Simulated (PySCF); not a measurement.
Ga(H)(Me)(OMe) (C₂H₇GaO), SMILES C[O][GaH][CH3]. Geometry optimised at PBE-D3(BJ)/def2-SVP. The values are those of a single conformer.

Computed equilibrium geometry at PBE-D3(BJ)/def2-SVP (PySCF confirms it by a frequency run) as a Z-matrix (one conformer of several):
```
Ga
O 1 1.8108
C 2 1.4072 1 124.55
H 3 1.1149 2 110.56 1 -120.90
H 3 1.1149 4 107.00 2 120.46
H 3 1.1177 4 107.30 5 114.89
H 1 1.5817 2 114.55 3 0.03
C 1 1.9636 7 132.17 6 179.98
H 8 1.1067 1 109.93 7 179.53
H 8 1.1088 9 109.10 1 121.43
H 8 1.1088 9 109.07 10 117.22
```
Charge 0, spin multiplicity 1.
